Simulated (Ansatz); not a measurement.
Calculated with Ansatz (gas phase, PBE0-D4/def2-TZVP geometries, no zero-point term in ΔE). CBS: MP2 limit from def2 TZ/QZ plus the TZ coupled-cluster correction, frozen cores. This one scheme is used for every species. DFT in def2-TZVPP. Elements past krypton have def2 core potentials. For In outer-core shells are correlated without core-valence functions, which leaves a few kJ/mol of doubt a bond. One conformer a species, not always the lowest.

Reaction (formal exchange of groups at the In–O bond): `C[O][In]([F])[F]` + SiH₄ → `[F][In]([F])[SiH3]` + CH₃OH

```tsv
species	r2SCAN0-D4 energy (Eh)
`C[O][In]([F])[F]`	-504.99620
SiH₄	-291.85203
`[F][In]([F])[SiH3]`	-681.17903
CH₃OH	-115.69182
```

Q: Work out ΔE.

A: ΔE = (-681.17903) + (-115.69182) − (-504.99620) − (-291.85203) = -0.02262 Eh = -59.4 kJ/mol. CCSD(T)/CBS gives -47.0 kJ/mol.

Largest T1 diagnostic among the species: 0.017.

From r2SCAN to r2SCAN0 (25 % exact exchange), in def2-TZVPP and without D4, ΔE moves by −7.1 kJ/mol. At CCSD(T), def2-SVP lies +11.3 kJ/mol from the extrapolated value and def2-TZVPP +2.5 kJ/mol. Leaving LDA and LC-ωPBE aside and taking each functional with its dispersion term where it has one, the values, not all of them listed here, spread over 18.0 kJ/mol, from HSE06-D4 to B97M-V. LDA lies −8.4 kJ/mol from PBE without D4.
